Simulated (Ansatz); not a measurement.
Geometry optimisation, RKS r2SCANh-D4/6-31G* (Ansatz 0.2.0).

Input:

```yaml
crystal:
  periodic: [false, false, false]
  atoms:
    - { symbol: B, position_ang: [0.245255, 0.502061, -0.463534] }
    - { symbol: O, position_ang: [-0.407822, 0.164226, 2.055304] }
    - { symbol: H, position_ang: [-1.06668, -0.013726, 1.36444] }
    - { symbol: "N", position_ang: [1.37571, -0.359998, -0.501171] }
    - { symbol: H, position_ang: [1.21123, -1.356217, -0.476278] }
    - { symbol: H, position_ang: [2.186154, -0.126364, 0.052968] }
    - { symbol: "N", position_ang: [-1.080284, 0.037143, -0.781424] }
    - { symbol: H, position_ang: [-1.187273, -0.895167, -1.153178] }
    - { symbol: H, position_ang: [-1.73693, 0.673792, -1.210874] }
    - { symbol: "N", position_ang: [0.429851, 1.969495, -0.182884] }
    - { symbol: H, position_ang: [1.393638, 2.261926, -0.083636] }
    - { symbol: Si, position_ang: [-0.745527, 3.231285, -0.318355] }
    - { symbol: H, position_ang: [-1.66779, 2.974834, -1.461618] }
    - { symbol: H, position_ang: [-1.603525, 3.381205, 0.891252] }
    - { symbol: H, position_ang: [-0.037914, 4.51856, -0.54418] }
    - { symbol: H, position_ang: [-0.127493, 1.078045, 1.817569] }
basis:
  gaussian: { orbitals: "6-31G*" }
hamiltonian:
  xc: r2scanh
  dispersion: d4
relax:
  f_tol: 0.03
  max_steps: 50
output:
  orbitals: {}
```

Run as:

```bash
$ ansatz run input.yaml --threads 4 --pin off --max-ram 5120MiB --backend cpu --events-out ev --progress --plain --runs-dir out
```

**Question.** Where does it end, and by what steps?

**Answer.** The run converged. The force dipped under the threshold on the way, but the program's further checks kept it going. After 33 steps the energy has fallen by 0.208 eV; O2 moved furthest, 1.41 Å.

| step | energy less start (eV) | largest force component (eV/Å) | accepted |
| --- | --- | --- | --- |
| 0 | 0.0000 | 1.370 | yes |
| 2 | -0.1026 | 0.974 | yes |
| 4 | -0.1307 | 0.235 | yes |
| 6 | -0.1410 | 0.258 | yes |
| 8 | -0.1440 | 0.124 | yes |
| 10 | -0.1448 | 0.089 | yes |
| 12 | -0.1451 | 0.609 | no |
| 14 | -0.1545 | 0.206 | yes |
| 16 | -0.1486 | 1.009 | no |
| 18 | -0.1737 | 0.185 | yes |
| 20 | -0.1770 | 1.219 | no |
| 22 | -0.1955 | 0.525 | yes |
| 24 | -0.2048 | 0.103 | yes |
| 26 | -0.2066 | 0.041 | yes |
| 28 | -0.2068 | 0.079 | no |
| 30 | -0.2077 | 0.098 | yes |
| 32 | -0.2079 | 0.034 | yes |
| 33 | -0.2079 | 0.023 | yes |

```xyz
16
Properties=species:S:1:pos:R:3
B 0.424 0.479 -0.583
O -1.618 0.873 1.873
H -1.455 0.313 1.087
N 1.578 -0.351 -0.627
H 1.541 -1.337 -0.824
H 2.494 -0.037 -0.355
N -0.888 -0.111 -0.745
H -0.954 -1.056 -1.095
H -1.624 0.466 -1.129
N 0.549 1.888 -0.310
H 1.503 2.228 -0.300
Si -0.652 3.127 -0.077
H -1.964 2.660 -0.588
H -0.779 3.611 1.321
H -0.237 4.309 -0.891
H -0.735 0.978 2.249
```

Whether the end is a true minimum wasn't checked by a vibrational analysis.

Run time: 120 s on 4 threads of Arm Neoverse V2, on a shared host, peak memory 0.32 GiB.
